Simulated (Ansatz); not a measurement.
C2H8Cl2N2Si (SMILES CN(C)[Si](N)(Cl)Cl), singlet, at a GFN2-xTB geometry, atoms displaced at random by about 0.08 Å a coordinate; HF/STO-3G, gradient run with Ansatz (a first-principles code).

Input for Ansatz:
Ansatz 0.2 input:
```yaml
crystal:
  periodic: [false, false, false]
  atoms:
    - {symbol: C, position_ang: [-0.67337008, 2.28766534, 0.02211566]}
    - {symbol: N, position_ang: [-0.59997659, 1.10073562, -0.53478416]}
    - {symbol: C, position_ang: [-1.77861705, 0.92601198, -1.36088700]}
    - {symbol: Si, position_ang: [0.42232591, -0.00665103, 0.08250296]}
    - {symbol: N, position_ang: [1.94994653, 0.49169120, 0.23854850]}
    - {symbol: Cl, position_ang: [-0.27460465, -0.75816275, 1.79953665]}
    - {symbol: Cl, position_ang: [0.32595266, -1.60734587, -1.31955995]}
    - {symbol: H, position_ang: [-1.48841850, 2.57911399, 0.71349198]}
    - {symbol: H, position_ang: [-0.69884754, 3.20246139, -0.75462130]}
    - {symbol: H, position_ang: [0.11128266, 2.67057980, 0.64692254]}
    - {symbol: H, position_ang: [-1.77523253, 1.51271878, -2.14220625]}
    - {symbol: H, position_ang: [-2.78336398, 1.05763829, -0.68615021]}
    - {symbol: H, position_ang: [-1.81370831, -0.10362873, -1.75996340]}
    - {symbol: H, position_ang: [2.53194925, 0.04494284, 1.07568967]}
    - {symbol: H, position_ang: [2.38954639, 0.96412169, -0.65526299]}
basis:
  gaussian:
    orbitals: STO-3G
hamiltonian:
  xc: hf
output: {forces: true}
```

Problem. What does Ansatz print? Leave out banner, timings and long lists.

Solution. 
```
Functional definition: HF
689 factors; integrals over basis functions are off by at most 4.6e-5 eV
mean field evaluation 1: about -37596.9329 eV, gradient 2.5e1 eV
mean field evaluation 2: about -37597.2059 eV, gradient 2.5e1 eV
mean field evaluation 4: about -37599.8035 eV, gradient 1.4e0 eV
mean field evaluation 8: about -37599.8135 eV, gradient 2.8e-5 eV
mean field -37599.81352294 eV, -1381.7676608990 hartree, gradient 1.1e-5 eV, S^2 0.000000; 0 other end points of the search recorded, 0 dependent functions left out
the calculation of the forces begins
reference -37599.81352294 eV, -1381.7676608990 hartree; 41, 41 occupied and 14, 14 virtual orbitals, 689 factors
Total energy: -37599.81352294 eV, -1381.7676608990 hartree
Atom 0 at    -0.673370     2.287665     0.022116 Å, force    -0.680276    14.448769     2.381499 eV/Å
Atom 1 at    -0.599977     1.100736    -0.534784 Å, force    -1.199175    -4.470601    -3.568631 eV/Å
Atom 2 at    -1.778617     0.926012    -1.360887 Å, force    -3.941318    -6.603870     6.623462 eV/Å
Atom 3 at     0.422326    -0.006651     0.082503 Å, force    -1.053752    -3.464268    -2.604406 eV/Å
Atom 4 at     1.949947     0.491691     0.238548 Å, force     4.931243     0.883147     0.830484 eV/Å
Atom 5 at    -0.274605    -0.758163     1.799537 Å, force    -0.549893    -0.908570     2.370434 eV/Å
Atom 6 at     0.325953    -1.607346    -1.319560 Å, force     0.083539     0.239107     0.373578 eV/Å
Atom 7 at    -1.488419     2.579114     0.713492 Å, force    -0.723885    -1.423895    -0.799350 eV/Å
Atom 8 at    -0.698848     3.202461    -0.754621 Å, force    -0.214850    -3.072537     1.790971 eV/Å
Atom 9 at     0.111283     2.670580     0.646923 Å, force     1.816824    -1.177268     0.175075 eV/Å
Atom 10 at    -1.775233     1.512719    -2.142206 Å, force    -0.163071     4.799043    -5.192314 eV/Å
Atom 11 at    -2.783364     1.057638    -0.686150 Å, force     3.480136    -0.143960    -2.620731 eV/Å
Atom 12 at    -1.813708    -0.103629    -1.759963 Å, force    -0.002422     0.566543     0.358625 eV/Å
Atom 13 at     2.531949     0.044943     1.075690 Å, force    -1.286695     2.276119    -4.040300 eV/Å
Atom 14 at     2.389546     0.964122    -0.655263 Å, force    -0.496406    -1.947760     3.921605 eV/Å
Dipole moment:     0.343227     0.689027    -0.008477 e Å
```
